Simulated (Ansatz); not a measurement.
CH6BSi, SMILES `C[B-][SiH3]` (lower triplet) (charge -1, multiplicity 3). This triplet lies 0.06 eV below the relaxed singlet at the level frozen-core CCSD(T)/aug-cc-pVDZ // B3LYP-D3(BJ)/def2-TZVPD (Ansatz, a quantum-chemistry and plane-wave program).

Method: LDA/aug-cc-pVTZ // B3LYP-D3(BJ)/def2-TZVPD run with Ansatz.

Ansatz 0.2 input:
```yaml
crystal:
  periodic: [false, false, false]
  atoms:
    - { symbol: C, position_ang: [-1.714188, -0.089733, 0.044184] }
    - { symbol: B, position_ang: [-0.25537, -0.526304, -0.40209] }
    - { symbol: Si, position_ang: [1.574068, 0.000413, -0.105215] }
    - { symbol: H, position_ang: [-2.499204, -0.701724, -0.417718] }
    - { symbol: H, position_ang: [-1.871969, -0.168234, 1.133323] }
    - { symbol: H, position_ang: [-1.949236, 0.954737, -0.222757] }
    - { symbol: H, position_ang: [2.00352, 1.416626, -0.487445] }
    - { symbol: H, position_ang: [2.575558, -0.833383, -0.857202] }
    - { symbol: H, position_ang: [2.136822, -0.052398, 1.314921] }
basis:
  gaussian: { orbitals: aug-cc-pVTZ }
hamiltonian:
  xc: lda
total_charge: -1
magnetization:
  spin_polarized: true
  initial_magnetization: 2
```

Output:

```
Functional definition: SPW92
1150 factors; their error is unknown
mean field evaluation 1: about -9630.2731 eV, gradient 3.5e1 eV
mean field evaluation 2: about -9593.4533 eV, gradient 7.3e1 eV
mean field evaluation 4: about -9636.7182 eV, gradient 6.0e0 eV
mean field evaluation 8: about -9636.9474 eV, gradient 1.5e-1 eV
mean field evaluation 16: about -9636.9248 eV, gradient 1.7e-4 eV
mean field evaluation 32: about -9628.2466 eV, gradient 1.9e1 eV
mean field evaluation 64: about -9636.5075 eV, gradient 1.6e0 eV
mean field -9636.92483112 eV, -354.1504554013 hartree, gradient 1.8e-5 eV, S^2 2.004102; 6 other end points of the search recorded, 0 dependent functions left out
reference -9636.92489558 eV, -354.1504577704 hartree; 17, 15 occupied and 263, 265 virtual orbitals, 1150 factors
Total energy: -9636.92489558 eV, -354.1504577704 hartree
```
